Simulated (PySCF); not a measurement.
Input file for PySCF: D3(BJ) and D4 dispersion corrections on GeH4SSi (SMILES [SiH3][Ge][SH]), a point of a torsion scan.

```python
from pyscf import gto
from pyscf.dispersion import dftd3, dftd4

mol = gto.M(
    atom='''
    Si    1.01632211   -0.05364709    0.11448823
    Ge   -0.64780432    1.68740959   -0.30277562
    S    -2.26888532    0.87739629    1.02056005
    H     0.74842472   -1.26466086   -0.67849864
    H     2.36447181    0.38952938   -0.26318672
    H     1.10767575   -0.51744217    1.50984843
    H    -1.71593465   -0.21352169    1.53566249
    ''',
    basis='def2-svp',
    charge=0, spin=0, verbose=0, max_memory=1800)
d3, d4 = {}, {}
for xc in ['hf', 'pbe', 'blyp', 'revpbe', 'tpss', 'r2scan', 'b3lyp', 'pbe0', 'bhlyp', 'camb3lyp', 'b2plyp']:
    d3[xc] = float(dftd3.DFTD3Dispersion(mol, xc=xc, version='d3bj', atm=False).get_dispersion()['energy'])
    print(f'D3(BJ) {xc:10s} {d3[xc]:14.8f} Eh')
for xc in ['hf', 'pbe', 'blyp', 'revpbe', 'tpss', 'r2scan', 'b3lyp', 'pbe0', 'bhlyp', 'camb3lyp', 'b2plyp']:
    d4[xc] = float(dftd4.DFTD4Dispersion(mol, xc={'camb3lyp': 'cam-b3lyp'}.get(xc, xc), atm=True).get_dispersion()['energy'])
    print(f'D4     {xc:10s} {d4[xc]:14.8f} Eh')
```

The log:

```
D3(BJ) hf            -0.05388511 Eh
D3(BJ) pbe           -0.00673332 Eh
D3(BJ) blyp          -0.01578736 Eh
D3(BJ) revpbe        -0.01560975 Eh
D3(BJ) tpss          -0.00897764 Eh
D3(BJ) r2scan        -0.00187352 Eh
D3(BJ) b3lyp         -0.01326636 Eh
D3(BJ) pbe0          -0.00632135 Eh
D3(BJ) bhlyp         -0.01187002 Eh
D3(BJ) camb3lyp      -0.00657168 Eh
D3(BJ) b2plyp        -0.00704259 Eh
D4     hf            -0.02127504 Eh
D4     pbe           -0.00676876 Eh
D4     blyp          -0.01443276 Eh
D4     revpbe        -0.01680045 Eh
D4     tpss          -0.00905796 Eh
D4     r2scan        -0.00149004 Eh
D4     b3lyp         -0.01115488 Eh
D4     pbe0          -0.00578085 Eh
D4     bhlyp         -0.01019984 Eh
D4     camb3lyp      -0.00603978 Eh
D4     b2plyp        -0.00467706 Eh
```

The run finished.

Cost: very roughly 0.020 core-seconds.
